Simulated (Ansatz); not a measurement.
Consider the redistribution: `OB(O[SiH3])O[SiH3]` + `C#[C][AlH][F]` → `O[B](O[SiH3])[AlH][F]` + `C#CO[SiH3]`.

Isolated molecules relaxed with PBE0-D4/def2-TZVP in Ansatz; ΔE leaves out vibrations. CCSD(T)/CBS is the MP2 limit (def2-TZVPP, def2-QZVPP) plus CCSD(T) − MP2 in def2-TZVPP, frozen cores. Functionals use def2-TZVPP. Each species was taken in one conformer, which may not be the lowest.

```csv
level,ΔE (kJ/mol)
revPBE-D4,287.8
BLYP-D4,301.0
BHLYP-D4,330.8
RPA@PBE/def2-TZVPP,320.4
MP2/def2-SVP,339.8
HF/def2-QZVPP,352.2
MP2/def2-QZVPP,338.2
CCSD/CBS(def2),335.0
```

Task: What does CCSD(T)/CBS give? (An estimate is asked.)

Result: Ansatz gave: +331.0 kJ/mol. The listed levels differ from it by -43.2, -30.0, -0.2, -10.6, 8.8, 21.2, 7.2, 4.0 kJ/mol.

Largest T1 diagnostic among the species: 0.014.

From r2SCAN to r2SCAN0 (25 % exact exchange), in def2-TZVPP and without D4, ΔE moves by +6.8 kJ/mol. In def2-TZVPP, CCSD(T) changes the Hartree–Fock value by −21.8 kJ/mol (the triples alone add −4.1 kJ/mol) and MP2 by −14.3 kJ/mol.

CCSD(T)/CBS has its own doubt, a few kJ/mol and more with outer-core shells, so smaller differences from it don't rank the levels.
